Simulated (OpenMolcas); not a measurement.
## Re: input and output

Input:

```
&GATEWAY
Coord
1

Re 0.0 0.0 0.0
Basis=ANO-R1
Group=XYZ
NoMove
AngMom=0.0 0.0 0.0
AMFI
&SEWARD
* reference wave functions (RASSCF and RASSI steps not shown): 7 electrons in 6 orbitals (5d 6s)
>>> COPY JOB001 $Project.JobIph
&CASPT2
XMultistate=6 1 2 3 4 5 6
Frozen=14 9
IPEA=0.5
Imaginary=0.5
MaxIter=60
WThr=0.0 0.3 0.05
PrWF=0.5
NoMix
>>> COPY JOB002 $Project.JobIph
&CASPT2
XMultistate=35 1 2 3 4 5 6 7 8 9 10 11 12 13 14 15 16 17 18 19 20 21 22
23 24 25 26 27 28 29 30 31 32 33 34 35
Frozen=14 9
IPEA=0.5
Imaginary=0.5
MaxIter=60
WThr=0.0 0.3 0.05
PrWF=0.5
NoMix
>>> COPY JOB003 $Project.JobIph
&CASPT2
XMultistate=25 1 2 3 4 5 6 7 8 9 10 11 12 13 14 15 16 17 18 19 20 21 22
23 24 25
Frozen=14 9
IPEA=0.5
Imaginary=0.5
MaxIter=60
WThr=0.0 0.3 0.05
PrWF=0.5
NoMix
```

Launched by
```bash
OMP_NUM_THREADS=1 MOLCAS_MEM=2252 MOLCAS_PROJECT=a pymolcas a.inp > a.log  # once for each step of the input, in one work folder
```

Output, cut to the results:

```
--- CASPT2 ---
Orbital specifications:
      -----------------------

      Symmetry species                           1   2
                                                ag  au
      Frozen orbitals                           14   9
      Inactive orbitals                          1  10
      Active orbitals                            6   0
      Secondary orbitals                         6  10
      Deleted orbitals                           0   0
      Number of basis functions                 27  29
Type of calculation                        XMS-CASPT2
      Fock operator                              state-average
      IPEA shift                                 0.50
      Real shift                                 0.00
      Imaginary shift                            0.50
      The input orbitals will be transformed to quasi-canonical
      The input states will be rotated to diagonalize the Fock operator
Reference energy:      -16688.3946075358
      E2 (Non-variational):      -0.3697389705
      Shift correction:          -0.0128638844
      E2 (Variational):          -0.3826028549
      Total energy:          -16688.7772103907
      Residual norm:              0.0000001459
      Reference weight:           0.89876
      Contributions to the CASPT2 correlation energy
      Active & Virtual Only:         -0.1178421439
      One Inactive Excited:          -0.1347132994
      Two Inactive Excited:          -0.1171835272
Reference energy:      -16688.3413125621
      E2 (Non-variational):      -0.3387023912
      Shift correction:          -0.0070147190
      E2 (Variational):          -0.3457171103
      Total energy:          -16688.6870296724
      Residual norm:              0.0000000946
      Reference weight:           0.92061
      Contributions to the CASPT2 correlation energy
      Active & Virtual Only:         -0.0985343349
      One Inactive Excited:          -0.1307562394
      Two Inactive Excited:          -0.1094118170
::    XMS-CASPT2 Root  1     Total energy: -16688.77721041
::    XMS-CASPT2 Root  2     Total energy: -16688.68703032
::    XMS-CASPT2 Root  3     Total energy: -16688.68690779
::    XMS-CASPT2 Root  4     Total energy: -16688.68674048
::    XMS-CASPT2 Root  5     Total energy: -16688.68664244
::    XMS-CASPT2 Root  6     Total energy: -16688.68652643
--- CASPT2 ---
Orbital specifications:
      -----------------------

      Symmetry species                           1   2
                                                ag  au
      Frozen orbitals                           14   9
      Inactive orbitals                          1  10
      Active orbitals                            6   0
      Secondary orbitals                         6  10
      Deleted orbitals                           0   0
      Number of basis functions                 27  29
Type of calculation                        XMS-CASPT2
      Fock operator                              state-average
      IPEA shift                                 0.50
      Real shift                                 0.00
      Imaginary shift                            0.50
      The input orbitals will be transformed to quasi-canonical
      The input states will be rotated to diagonalize the Fock operator
Reference energy:      -16688.3098553905
      E2 (Non-variational):      -0.3544545549
      Shift correction:          -0.0089270473
      E2 (Variational):          -0.3633816022
      Total energy:          -16688.6732369927
      Residual norm:              0.0000005601
      Reference weight:           0.91215
      Contributions to the CASPT2 correlation energy
      Active & Virtual Only:         -0.1098003527
      One Inactive Excited:          -0.1257560572
      Two Inactive Excited:          -0.1188981450
Reference energy:      -16688.3098553905
      E2 (Non-variational):      -0.3544516334
      Shift correction:          -0.0089316378
      E2 (Variational):          -0.3633832712
      Total energy:          -16688.6732386617
      Residual norm:              0.0000005607
      Reference weight:           0.91214
      Contributions to the CASPT2 correlation energy
      Active & Virtual Only:         -0.1098307174
      One Inactive Excited:          -0.1257333177
      Two Inactive Excited:          -0.1188875983
::    XMS-CASPT2 Root  1     Total energy: -16688.68223804
::    XMS-CASPT2 Root  2     Total energy: -16688.68117506
::    XMS-CASPT2 Root  3     Total energy: -16688.68032254
::    XMS-CASPT2 Root  4     Total energy: -16688.67978962
::    XMS-CASPT2 Root  5     Total energy: -16688.67921541
::    XMS-CASPT2 Root  6     Total energy: -16688.67906435
::    XMS-CASPT2 Root  7     Total energy: -16688.67814973
::    XMS-CASPT2 Root  8     Total energy: -16688.67727844
::    XMS-CASPT2 Root  9     Total energy: -16688.67680460
::    XMS-CASPT2 Root 10     Total energy: -16688.67333682
::    XMS-CASPT2 Root 11     Total energy: -16688.67328072
::    XMS-CASPT2 Root 12     Total energy: -16688.67319127
::    XMS-CASPT2 Root 13     Total energy: -16688.67025537
::    XMS-CASPT2 Root 14     Total energy: -16688.67014603
::    XMS-CASPT2 Root 15     Total energy: -16688.66988363
::    XMS-CASPT2 Root 16     Total energy: -16688.66946750
::    XMS-CASPT2 Root 17     Total energy: -16688.66915168
::    XMS-CASPT2 Root 18     Total energy: -16688.62194890
::    XMS-CASPT2 Root 19     Total energy: -16688.62181844
::    XMS-CASPT2 Root 20     Total energy: -16688.62171030
::    XMS-CASPT2 Root 21     Total energy: -16688.62155113
::    XMS-CASPT2 Root 22     Total energy: -16688.62143852
::    XMS-CASPT2 Root 23     Total energy: -16688.62115752
::    XMS-CASPT2 Root 24     Total energy: -16688.62097630
::    XMS-CASPT2 Root 25     Total energy: -16688.60629325
::    XMS-CASPT2 Root 26     Total energy: -16688.60543922
::    XMS-CASPT2 Root 27     Total energy: -16688.60504293
::    XMS-CASPT2 Root 28     Total energy: -16688.60482638
...
```

In XMS-CASPT2 the single-state energies belong to rotated reference states; over a whole degenerate manifold the rotation is arbitrary, and only the multistate roots count.

Levels above the lowest, from the spin-orbit matrix with the multistate effective Hamiltonian, averaged by term, added to it:

```tsv
Configuration	Term	J	E (cm⁻¹)	Measured (cm⁻¹)	g	Term weight %	Second
5d⁵ 6s²	⁶S	5/2	0.0	0.0	1.984	96	4 ⁴P
5d⁶ 6s	⁶D	9/2	17620	11755	1.547	96	4 ⁴F
5d⁵ 6s²	⁴P	5/2	19050		1.487	47	30 ⁴D
5d⁶ 6s	⁶D	7/2	20220	14217	1.580	98	2 ⁴F
5d⁵ 6s²	⁴P	3/2	20510		1.598	49	26 ⁴D
5d⁵ 6s²	⁴G	5/2	21640		0.688	84	8 5d⁶ 6s ⁶D
5d⁵ 6s²	⁴G	7/2	21860	15058	1.051	81	12 ⁴D
5d⁶ 6s	⁶D	1/2	21990		2.688	46	43 5d⁵ 6s² ⁴P
5d⁵ 6s²	⁴G	11/2	22280	16307	1.273	100	
5d⁵ 6s²	⁴G	9/2	22400	16619	1.172	99	
5d⁶ 6s	⁶D	5/2	22410	15770	1.547	80	8 5d⁵ 6s² ⁴D
5d⁵ 6s²	⁴D	7/2	23240		1.357	83	15 ⁴G
5d⁶ 6s	⁶D	3/2	23950	16328	1.668	70	24 5d⁵ 6s² ⁴D
```

Against the 7 measured excited levels shown (NIST Handbook of Basic Atomic Spectroscopic Data) the mean absolute deviation is 6400 cm-1; the largest miss in energy is 5d⁶ 6s ⁶D_3/2 [70 %]: computed 23950, measured 16328 cm⁻¹ (+46.7 %).

Term energies are means over components that CASPT2 splits; among the terms shown or strongly mixed into the levels shown the widest spread is 1200 cm-1 (5d⁵ 6s² ⁴G). Terms from blocks run as CI alone lack orbitals of their own. Configurations are named by rounded mean occupations; where the s occupation lies near a half they are strongly mixed, a name can repeat and a true partner stay unpaired. A single d shell beside an s shell can misplace configurations of different d count against each other. Some terms miss by over 15 % even with CASPT2, which points to a basis or an active space too small for the shells correlated. Measured partners are found by configuration, term and J. A level has none where our copy of the source lacks it or the pairing is in doubt (some pairs that miss far off the trend of their configuration count as doubtful), and it then counts in no deviation. Levels of configurations outside the active space are missing. The first state left out of the spin-orbit step lies near 31000 cm-1 above the lowest spin-free state of the reference (among the parities and spins computed), and the list stops at four fifths of that energy or lower.

The term weight is that of the spin-free term in the level, not the purity of its configuration. A share in square brackets marks a mixed level and gives the weight of the term that names it.
